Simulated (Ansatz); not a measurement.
Basis-set extrapolation for Al$_{3}$FH$_{5}$NO, SMILES `[NH2][AlH][AlH][O][AlH][F]` (PBE0-D4/def2-TZVP geometry, frozen core, Ansatz). Multiplicity 1, RHF reference.

|  | def2-TZVPP | def2-QZVPP |
| --- | --- | --- |
| HF | -957.774764 | -957.808343 |
| MP2 correlation | -0.928516 | -1.005434 |
| CCSD(T) correlation | -0.998149 | not run |

Energies in hartree. Use E(X) = E(∞) + A·exp(−7.88·√X) for Hartree–Fock and E(X) = E(∞) + B·X^(−2.97) for correlation, with X = 3 and 4, and add CCSD(T) minus MP2 of the smaller set to the MP2 limit.

What is the CCSD(T) energy at the basis-set limit?

HF limit: -957.808343 + (-0.033579) × 0.13774 = -957.81297. MP2 limit: -1.005434 + (-0.076918) × 0.74074 = -1.06241. Higher-order term: -0.998149 − (-0.928516) = -0.06963. Total: -958.94501 hartree, 451.8 kJ/mol below CCSD(T)/def2-TZVPP.
